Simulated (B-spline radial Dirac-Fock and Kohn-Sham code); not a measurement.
Satellites and hypersatellites of the K lines of Ag⁵⁺

System: Ag⁵⁺, configuration [Kr] 4d6.

Model: multi-electron Dirac-Fock with separately optimised hole states, Breit and Lamb-shift corrections added in first order. Program: a radial finite-basis atomic code. Each two-hole energy is an average over J within one jj subconfiguration, not an observable level; in light atoms, where LS coupling holds, the j-resolved values are not observed lines, and for a K spectator the Kα1 hypersatellite is nearly forbidden. Correlation and solid-state effects are left out.

Lines without a spectator: Kα2 (K-L2) 21987.7 eV, Kα1 (K-L3) 22160.6 eV, Kβ3 (K-M2) 24908.3 eV, Kβ1 (K-M3) 24939.6 eV. Shifts in eV with one spectator hole (a dash: not computed, or left out as unreliable):

```
spectator hole    Kα2    Kα1     Kβ3     Kβ1
    L2 (2p1/2)  +58.0  +72.8       –  +155.6
    L3 (2p3/2)  +57.9  +57.7  +139.5       –
    M2 (3p1/2)      –  +8.07  +18.61  +22.63
    M3 (3p3/2)  +6.12      –  +19.51  +18.95
    M4 (3d3/2)  +0.96  -1.47       –       –
    M5 (3d5/2)  -1.87  -0.12       –       –
```

Task: Where does the K-L3 hypersatellite lie, emitted when both K electrons are missing?

Result: +549.4 eV from the normal line, at 22710.0 eV. Removing both K electrons costs 51959.2 eV, which is 746.9 eV more than twice the K binding energy.

With n spectator holes in 2p, averaged over the 2p shell (energies in eV):

```tsv
n	KαLⁿ	step	hypersatellite KαʰLⁿ
0	22102.9	–	22647.3
1	22164.8	+61.8	22710.6
2	22227.8	+63.1	22775.1
3	22292.2	+64.3	22840.9
4	22357.8	+65.6	22907.9
5	22424.7	+66.9	22976.2
```

Run: 56 s of CPU time on 1 thread of Neoverse-N1 (shared host), peak memory 0.42 GiB.
